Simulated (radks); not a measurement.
Values are calculated unless marked as measured or tabulated.
Question: Cr5+, configuration [Ar] 3d1. Code: a radial shooting solver on a logarithmic mesh with Libxc functionals. Model: scalar-relativistic Kohn-Sham, PBE, spin-polarised, spherical densities, finite nucleus; open shells are filled with parallel spins first; Fermi nuclear charge, rms radius 3.6452 fm. Some entries of the table are withheld. Estimate them.

orbital,occ.,eigenvalue (hartree),r(max) (bohr)
1s down,1,-219.2759,0.04161
1s up,1,-219.2757,0.04161
2s up,1,-27.78761,0.2436
2s down,1,-27.76534,0.2435
2p up,3,(1),0.1979
2p down,3,(2),0.1978
3s up,1,-5.71590,0.7617
3s down,1,-5.66287,0.7621
3p up,3,-4.62485,(3)
3p down,3,-4.57291,(4)
3d up,1,-2.93134,0.7378
3d down,0,-2.88007,0.7400

Answer: 
(1) 2p up eigenvalue (hartree): -23.86566
(2) 2p down eigenvalue (hartree): -23.84863
(3) 3p up r(max) (bohr): 0.7735
(4) 3p down r(max) (bohr): 0.7741
